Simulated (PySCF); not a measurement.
MnO, SMILES [O]=[Mn] (connectivity only; charge and spin as stated), neutral, multiplicity 6.

Geometry optimised at PBE0-D3(BJ)/def2-TZVPD. The spin state was assumed, not searched.

These are M06-2X/def2-TZVPD (PySCF) values and carry that method's errors.

Estimate the frontier levels, dipole moment and polarisability. (Estimate from the structure and the level; the computed values follow.)


α spin, highest occupied and lowest empty level: -7.45 and -2.04 eV
β spin, highest occupied and lowest empty level: -9.37 and -5.91 eV
dipole moment: 5.54 D
mean static polarisability: 50.5 bohr³ (7.48 Å³)
polarisability, principal values: 40.4, 40.4, 70.8 bohr³
⟨S²⟩: 8.842 (pure state 8.75)
